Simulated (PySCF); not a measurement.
# Radial density of Nb (niobium, neutral)

UHF, [Kr] 4d3 5s1 5p1, one real determinant (an excited configuration). Computed with PySCF 2.14 in def2-TZVPPD with the def2 core potential (28 electrons), with scalar relativity through the core potential. This is the valence pseudo-density: the core potential removes the inner electrons and smooths the orbitals near the nucleus.

| r (bohr) | 4πr²ρ (e/bohr) | 4πr²(ρα − ρβ) |
| --- | --- | --- |
| 0.0462 | 1.122e-05 | 0.0000 |
| 0.0777 | 4.862e-05 | 0.0000 |
| 0.131 | 0.0003071 | 0.0000 |
| 0.220 | 0.003424 | 0.0007 |
| 0.370 | 0.08488 | 0.0136 |
| 0.622 | 2.229 | 0.2228 |
| 1.05 | 9.676 | 1.2589 |
| 1.76 | 4.561 | 1.6794 |
| 2.96 | 1.130 | 1.0488 |
| 4.98 | 0.3694 | 0.3693 |
| 8.38 | 0.03101 | 0.0310 |
| 14.1 | 8.454e-05 | 0.0001 |

⟨L²⟩ = 13.93 against 20 for a pure G term, so this real determinant mixes terms. Energies and moments cover only the electrons outside the core potential.
